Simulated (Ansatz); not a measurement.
```xyz
3

H    -1.7255    0.2038   -0.0537
P    -0.4615    0.3649    0.6544
O     0.1908   -1.2050    0.7365
```

Basis set: cc-pVDZ (spherical functions). Correlated methods keep 6 orbitals frozen. Charge 0, multiplicity 1.

Computed with Ansatz (development build ahead of 0.2.0); the reference of a correlated method needn't be the lowest determinant of its kind. Restricted open shells among the atoms or ions are ROHF, correlated in semicanonical orbitals with singles.

(1) Give the atomization energy at this shape (free ground-state atoms in the same class of orbitals less the molecule, no zero-point energy) of singlet PHO by RHF-CCSD(T), UHF-CCSD(T).

Answers

(1)

| method | atomization energy |
| --- | --- |
| RHF-CCSD(T) | 159.67 kcal/mol |
| UHF-CCSD(T) | 157.38 kcal/mol |

Caution: large amplitudes, a single reference is doubtful; the reference determinant was not shown to be the lowest. Caution for RHF-CCSD(T): an unrestricted determinant lies well below. Caution for UHF-CCSD(T): another reference gives a lower total; the unrestricted determinant is spin contaminated.
